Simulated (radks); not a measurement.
Results of a calculation; reference values are marked as such.
Problem. Neutral ytterbium, [Xe] 4f14 6s2. Level of theory: non-relativistic Kohn-Sham, r2SCAN, spin-polarised, spherical densities, point nucleus; meta-GGA in the generalised Kohn-Sham scheme (a radial shooting solver on a logarithmic mesh with Libxc functionals). Every spin shell is full or empty, so the densities are truly spherical. Functionals are evaluated on that one density, not self-consistently. Rank these orbital-free kinetic functionals by their error against the exact value of the orbitals, and give that value: Thomas-Fermi, von Weizsacker, TF + vW, TF + vW/5, LC94, APBEK, revAPBEK, Perdew 92, Thakkar, Pearson, LKT, PG1, DePristo-Kress, Ernzerhof.

Solution. Exact: 13392.0 hartree. From best to worst, with 100 (|E| - |E exact|)/|E exact| (equal figures are ties): APBEK -0.01, LC94 -0.04, revAPBEK +0.14, DePristo-Kress -0.25, Ernzerhof -0.54, Perdew 92 -0.75, Thakkar -0.80, Pearson -0.93, TF + vW/5 +2.54, Thomas-Fermi -4.88, PG1 +13.04, LKT +16.71, TF + vW +32.22, von Weizsacker -62.90.
